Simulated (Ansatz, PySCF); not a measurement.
Caution: the highest occupied level lies above zero, so the state may not be bound. This triplet is an excited state, 0.73 eV above the relaxed singlet at the level frozen-core CCSD(T)/aug-cc-pVDZ // PBE0-D3(BJ)/def2-TZVPD (Ansatz, a quantum-chemistry and plane-wave program).

CH₆AlSi, SMILES `[CH3][Al-][SiH3]` (excited triplet) (charge -1, multiplicity 3)

Computed with PySCF with PBE0-D3(BJ)/def2-TZVPD.

```yaml
highest_occupied_spin_orbital: 0.90 eV
total_energy: -573.3569 Ha
cost: about 110 core-seconds (a rough figure)
```

```xyz
9

C      1.9678     0.3927    -0.0745
Al     0.1973     0.8701     0.7787
Si    -1.8404    -0.3166     0.1184
H      2.2341    -0.6534     0.1157
H      1.9410     0.5436    -1.1598
H      2.7744     1.0165     0.3255
H     -3.0382     0.1976     0.8739
H     -1.9302    -1.8143     0.3458
H     -2.3060    -0.2362    -1.3238
```
Charge -1, spin multiplicity 3.
